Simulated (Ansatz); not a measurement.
System: C₆H₁₂, charge 0, multiplicity 1. 
Geometry from a B3LYP-D3(BJ)/def2-TZVP (Ansatz, an electronic-structure program) optimisation:
```
C
H 1 1.0974
C 1 1.5212 2 108.80
H 3 1.0923 1 111.43 2 60.18
H 3 1.0923 4 107.73 1 122.51
H 3 1.0935 4 107.76 5 116.01
C 1 1.5335 2 108.08 3 -125.07
H 7 1.0914 1 112.94 2 49.00
H 7 1.0950 8 107.13 1 -119.62
C 1 1.5335 2 108.08 3 125.07
H 10 1.0914 1 112.94 2 -49.00
H 10 1.0950 11 107.13 1 119.62
C 7 1.5398 8 112.95 9 -121.65
H 13 1.0903 7 111.83 8 89.83
H 13 1.0914 14 106.67 7 120.71
C 10 1.5398 11 112.95 12 121.65
H 16 1.0903 10 111.83 11 -89.83
H 16 1.0914 17 106.67 10 -120.71
```

Property: atomisation energy (electronic, to ground-state atoms), in kJ/mol. Correlated levels leave the core frozen unless marked. UHF or UKS for open shells. No spin-orbit coupling. Non-relativistic. The coupled-cluster limit lacks core correlation, which all-electron functionals hold. Basis-set limits of correlation are two-point, X^-3; Hartree-Fock from the larger set. [CCSD(T)-MP2]/basis is that difference in the basis named.

| level | program | atomisation energy (kJ/mol) | minus last row |
|---|---|---|---|
| B3LYP/def2-TZVPD | Ansatz | 7293.4 | -60.0 |
| PBE0/STO-3G | Ansatz | 8939.3 | 1585.9 |
| PBE0/def2-SVP | Ansatz | 7472.3 | 118.9 |
| PBE0/def2-TZVP | Ansatz | 7392.0 | 38.6 |
| HSE06-D4/def2-TZVPD | Ansatz + dftd4 | 7427.8 | 74.4 |
| CAM-B3LYP/def2-TZVPD | Ansatz | 7354.9 | 1.5 |
| LC-wPBE-D3(BJ)/def2-TZVPD | Ansatz + dftd3 | 7403.7 | 50.3 |
| LC-wPBE/def2-TZVPD | Ansatz | 7368.1 | 14.7 |
| MP2/cc-pVTZ | Ansatz | 7281.9 | -71.5 |
| MP2/cc-pVQZ | Ansatz | 7373.7 | 20.3 |
| RI-MP2/cc-pVQZ | Ansatz | 7373.0 | 19.6 |
| RI-MP2/CBS(cc-pVTZ,cc-pVQZ) | Ansatz | 7435.6 | 82.2 |
| RI-MP2/CBS(aug-cc-pVTZ,aug-cc-pVQZ)+[CCSD(T)-MP2]/aug-cc-pVDZ | Ansatz | 7349.2 | -4.2 |
| RI-MP2/CBS(cc-pVTZ,cc-pVQZ)+[CCSD(T)-MP2]/cc-pVDZ | Ansatz | 7364.7 | 11.3 |
| CCSD(T)/CBS(cc-pVTZ,cc-pVQZ) | Ansatz | 7353.4 | 0.0 |
